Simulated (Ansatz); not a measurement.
Ansatz results at the PBE0-D4/def2-TZVP geometry: HOMO–LUMO gap (ωB97M-V/def2-TZVPP) 10.60 eV; LUMO energy (B3LYP/def2-TZVPP) -0.21 eV; HOMO energy (ωB97M-V/def2-TZVPP) -8.50 eV.

**Question.** Which molecule gave them?
A. `CN1CSC1`
B. `BrC[SiH2]Br`
C. `OC1=[CH][InH][NH]1`
D. `[OH][GeH2][O][SiH3]`

**Answer.** A. The others give `[OH][GeH2][O][SiH3]`: 12.65, -0.23, -10.94; `BrC[SiH2]Br`: 11.54, -0.94, -10.27; `OC1=[CH][InH][NH]1`: 7.68, -1.62, -7.60.

B3LYP here is the variant with VWN-RPA as its local correlation; programs differ in this.
